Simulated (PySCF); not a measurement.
B3LYP has the VWN-RPA correlation part, as in Gaussian. 

Cartesian coordinates (Å):
SMILES: C#C[SiH2]
```xyz
6

C      1.7105    -0.2487     0.0336
C      0.5167    -0.0788    -0.0678
Si    -1.2422     0.1665    -0.3808
H      2.7610    -0.3978     0.1362
H     -1.6962     1.4966     0.0946
H     -2.0521    -0.9419     0.1820
```
Charge 0, spin multiplicity 2.

Task: Give the dipole moment, total energy and highest occupied spin orbital at the level B3LYP-D3(BJ)/def2-TZVP // PBE0-D4/def2-TZVP run with PySCF.

Result: 
- dipole moment: 0.47 D
- total energy: -367.4612 Ha
- highest occupied spin orbital: -5.90 eV
